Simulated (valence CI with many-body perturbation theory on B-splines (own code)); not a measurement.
**La44+: electric-dipole lines**

Calculated by valence CI with perturbative core correlation (CI+MBPT): three valence electrons over a frozen Dirac-Fock core [Ne], radial functions for each j: 11 s, 11 p, 9 d, 7 f, 5 g, 2 h, 1 i, with the one-electron correlation potential Σ1 (screened to all orders), the two-electron term Σ2, the three-electron term Σ3, Breit, model QED; selected single and double excitations, second order for the rest (own B-spline code, finite nucleus).

No measured spectrum was set against this ion. As an estimate, large intervals hold to a few tenths of a per cent, small ones and those within an open d or f shell to about a per cent.

Lines 151 to 200 of 278 in falling wavelength, among levels below 5474.5 × 10³ cm⁻¹, chosen from the strongest by gf and those to the six lowest levels. Wavelengths and rates use the calculated energies. Electric multipoles are in the length gauge, E1 and E2 with the static RPA response of the core. Weak lines are less certain than strong ones. Lines between different terms over intervals too small for the method are left out, as are lines whose strength nearly cancels. The highest levels of a list are the least certain.

Levels are named by their leading jj configuration (3d3/2^4 stands for four electrons in 3d with j = 3/2), which in mixed levels can hold well under half, so a name can repeat and another be missing. Letters in brackets count levels of one name in rising energy.

```csv
λ vac (Å),Upper,Lower,A (s⁻¹),S (a.u.) with core polarisation,S without
52.21,(3p1/2 3p3/2 3d5/2) J=3/2 [b],(3s 3p1/2 3d5/2) J=5/2 [b],1.50e+11,4.21e-02,4.29e-02
51.72,(3s 3p3/2^2) J=3/2,(3s^2 3p3/2) J=3/2,6.31e+11,1.72e-01,1.76e-01
51.40,(3s 3p1/2 3d3/2) J=3/2 [a],(3s 3p1/2^2) J=1/2,2.49e+10,6.69e-03,6.81e-03
51.02,(3s 3p3/2 3d3/2) J=3/2 [a],(3s 3p1/2 3p3/2) J=3/2 [b],1.50e+09,3.93e-04,4.01e-04
50.88,(3s 3p3/2 3d3/2) J=5/2 [a],(3s 3p1/2 3p3/2) J=3/2 [b],1.90e+10,7.43e-03,7.57e-03
50.83,(3s 3p3/2 3d3/2) J=1/2 [a],(3s 3p1/2 3p3/2) J=3/2 [b],1.58e+10,2.05e-03,2.09e-03
50.77,(3s 3p3/2 3d5/2) J=3/2 [b],(3s^2 3d5/2) J=5/2,3.08e+11,7.95e-02,8.10e-02
50.74,(3p1/2 3p3/2 3d3/2) J=5/2 [b],(3s 3p1/2 3d3/2) J=5/2,4.49e+10,1.74e-02,1.77e-02
50.69,(3p1/2 3p3/2^2) J=5/2,(3s 3p1/2 3p3/2) J=3/2 [a],8.48e+09,3.27e-03,3.33e-03
50.55,(3p1/2 3p3/2 3d3/2) J=3/2 [a],(3p1/2^2 3p3/2) J=3/2,6.19e+10,1.58e-02,1.61e-02
50.52,(3p1/2 3p3/2 3d5/2) J=5/2 [b],(3s 3p1/2 3d5/2) J=5/2 [a],8.08e+10,3.09e-02,3.15e-02
50.36,(3s 3p3/2 3d5/2) J=5/2 [b],(3s^2 3d5/2) J=5/2,2.30e+11,8.69e-02,8.85e-02
49.69,(3p1/2 3p3/2^2) J=3/2,(3s 3p1/2 3p3/2) J=3/2 [a],1.69e+11,4.10e-02,4.18e-02
49.41,(3s 3d3/2^2) J=3/2,(3s 3p1/2 3d3/2) J=1/2,2.46e+11,5.85e-02,5.96e-02
49.30,(3s 3d3/2 3d5/2) J=7/2 [a],(3s 3p1/2 3d5/2) J=5/2 [b],4.06e+10,1.92e-02,1.96e-02
49.10,(3p3/2^3) J=3/2,(3s 3p3/2^2) J=5/2,9.96e+10,2.33e-02,2.37e-02
49.03,(3p1/2 3p3/2 3d5/2) J=3/2 [b],(3s 3p1/2 3d5/2) J=5/2 [a],5.63e+10,1.31e-02,1.34e-02
49.01,(3p1/2 3p3/2 3d3/2) J=5/2 [b],(3s 3p1/2 3d3/2) J=3/2 [a],7.22e+10,2.52e-02,2.56e-02
48.69,(3s 3p3/2 3d3/2) J=3/2 [b],(3s 3p1/2 3p3/2) J=1/2,1.34e+11,3.06e-02,3.11e-02
48.62,(3s 3d3/2 3d5/2) J=5/2 [a],(3s 3p1/2 3d5/2) J=3/2,2.80e+10,9.54e-03,9.72e-03
48.34,(3s 3d3/2^2) J=5/2,(3s 3p1/2 3d3/2) J=3/2 [b],3.47e+11,1.16e-01,1.18e-01
48.30,(3p1/2 3p3/2^2) J=1/2,(3s 3p1/2 3p3/2) J=3/2 [a],1.84e+10,2.05e-03,2.09e-03
47.80,(3s 3p3/2 3d3/2) J=3/2 [a],(3s 3p1/2 3p3/2) J=5/2,5.72e+10,1.23e-02,1.26e-02
47.76,(3s 3d3/2 3d5/2) J=7/2 [a],(3s 3p1/2 3d5/2) J=7/2,2.34e+11,1.01e-01,1.03e-01
47.67,(3s 3p3/2 3d3/2) J=5/2 [a],(3s 3p1/2 3p3/2) J=5/2,2.93e+11,9.41e-02,9.58e-02
47.22,(3s 3p3/2 3d3/2) J=7/2,(3s 3p1/2 3p3/2) J=5/2,2.77e+11,1.15e-01,1.17e-01
47.19,(3s 3p3/2 3d3/2) J=3/2 [b],(3s 3p1/2 3p3/2) J=3/2 [b],1.69e+11,3.50e-02,3.56e-02
46.66,(3s 3d3/2 3d5/2) J=5/2 [a],(3s 3p1/2 3d5/2) J=7/2,6.32e+10,1.90e-02,1.94e-02
46.54,(3p1/2 3p3/2 3d3/2) J=3/2 [b],(3p1/2^2 3p3/2) J=3/2,4.41e+11,8.78e-02,8.94e-02
46.45,(3s 3d3/2 3d5/2) J=7/2 [a],(3s 3p1/2 3d5/2) J=5/2 [a],8.37e+10,3.31e-02,3.38e-02
46.45,(3s 3d3/2 3d5/2) J=3/2 [b],(3s 3p1/2 3d5/2) J=3/2,2.38e+11,4.72e-02,4.81e-02
46.44,(3s 3d3/2 3d5/2) J=5/2 [b],(3s 3p1/2 3d5/2) J=3/2,1.31e+11,3.87e-02,3.95e-02
46.44,(3p1/2 3p3/2 3d3/2) J=5/2 [b],(3p1/2^2 3p3/2) J=3/2,1.88e+11,5.56e-02,5.67e-02
46.18,(3s 3p1/2 3d3/2) J=1/2,(3s 3p1/2^2) J=1/2,4.23e+11,4.11e-02,4.19e-02
46.12,(3s 3d3/2 3d5/2) J=7/2 [b],(3s 3p1/2 3d5/2) J=5/2 [b],1.83e+11,7.09e-02,7.22e-02
46.08,(3s 3d3/2 3d5/2) J=9/2,(3s 3p1/2 3d5/2) J=7/2,1.98e+11,9.58e-02,9.77e-02
46.04,(3s 3p3/2 3d5/2) J=5/2 [a],(3s 3p1/2 3p3/2) J=3/2 [b],2.43e+09,7.02e-04,7.16e-04
46.00,(3s 3d3/2 3d5/2) J=3/2 [b],(3s 3p1/2 3d5/2) J=5/2 [b],8.30e+10,1.60e-02,1.63e-02
45.99,(3s 3d3/2 3d5/2) J=5/2 [b],(3s 3p1/2 3d5/2) J=5/2 [b],2.23e+11,6.43e-02,6.55e-02
45.93,(3s 3p3/2 3d5/2) J=3/2 [a],(3s 3p1/2 3p3/2) J=1/2,1.21e+11,2.31e-02,2.35e-02
45.91,(3s 3d3/2^2) J=1/2,(3s 3p1/2 3d3/2) J=3/2 [b],4.76e+11,4.54e-02,4.63e-02
45.88,(3s 3p1/2 3d3/2) J=3/2 [b],(3s 3p1/2^2) J=1/2,4.40e+11,8.39e-02,8.54e-02
45.85,(3p1/2 3p3/2 3d3/2) J=1/2 [b],(3p1/2^2 3p3/2) J=3/2,3.08e+11,2.93e-02,2.98e-02
45.65,(3s 3p3/2 3d3/2) J=3/2 [a],(3s 3p1/2 3p3/2) J=3/2 [a],2.90e+11,5.44e-02,5.55e-02
45.61,(3s 3d3/2^2) J=1/2,(3s 3p1/2 3d3/2) J=1/2,2.68e+11,2.51e-02,2.55e-02
45.55,(3s 3d3/2 3d5/2) J=1/2,(3s 3p1/2 3d5/2) J=3/2,4.66e+11,4.34e-02,4.43e-02
45.54,(3s 3p3/2 3d3/2) J=5/2 [a],(3s 3p1/2 3p3/2) J=3/2 [a],1.33e+11,3.71e-02,3.78e-02
45.50,(3s 3p3/2 3d3/2) J=1/2 [a],(3s 3p1/2 3p3/2) J=3/2 [a],2.92e+11,2.71e-02,2.76e-02
45.45,(3s^2 3d3/2) J=3/2,(3s^2 3p1/2) J=1/2,5.84e+11,1.08e-01,1.10e-01
45.44,(3s 3p3/2 3d3/2) J=1/2 [b],(3s 3p1/2 3p3/2) J=1/2,3.14e+11,2.91e-02,2.96e-02
```
